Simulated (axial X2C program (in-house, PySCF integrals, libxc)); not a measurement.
**Spin–orbit effects down a group: molecules with F (ions), CCSD(T)**

Calculated with an in-house all-electron X2C program for linear molecules (integrals from PySCF), spin-free (one-electron X2C) or two-component (2c: spin–orbit coupling with atomic mean-field Coulomb and Gaunt terms, which also bring small scalar terms), in Dyall basis sets with cores contracted in-house; open shells are unrestricted.

Basis sets: Al dyall-v3z, B dyall-v3z, F dyall-av3z, Ga dyall-cv3z. Frozen shells (counts by l): BF⁺ F 1s, B 1s, 9 electrons correlated; AlF⁺ Al 2s1p, F 1s, 9 electrons correlated; GaF⁺ Ga 3s2p1d, F 1s, 9 electrons correlated. Coupled cluster in natural virtuals with an MP2 remainder. Where the outer core of a metal is frozen, bonds come out longer and ionisation energies lower.

```
molecule   spin-free state  Re (Å)  ωe (cm⁻¹)  De (eV)  2c state  Re 2c (Å)  ωe 2c (cm⁻¹)  De 2c (eV)
     BF⁺  M_S = 1/2, Λ = 0   1.218     1676.8     4.86   Ω = 1/2      1.218        1677.0        4.85
    AlF⁺  M_S = 1/2, Λ = 0   1.613      934.1     3.15   Ω = 1/2      1.613         934.1        3.13
    GaF⁺  M_S = 1/2, Λ = 0   1.702      746.5     1.61   Ω = 1/2      1.702         746.5        1.60
```

Question: Work out the shifts from the spin-free to the two-component result.

Answer: 

```
molecule  2c state  ΔRe (Å)  Δωe (cm⁻¹)  ΔDe (eV)
     BF⁺   Ω = 1/2    0.000       noise     -0.01
    AlF⁺   Ω = 1/2    0.000         0.0     -0.02
    GaF⁺   Ω = 1/2    0.000       noise     -0.01
```

Shifts of one unit in the last digit are rounding. Where the truncated virtual spaces of the two runs make Δωe unreliable it is marked noise.

Fragments in 2c: F + B+, Al+ + F, Ga+ + F. Each entry is the lowest single determinant of a limited PBE0 search at one distance. De goes to single-determinant-based atoms at the same level (for ions the charge split of lowest energy) and is withheld (n/a) where an atom does not fit its ground term or J level. Main or longest-lived isotopes.
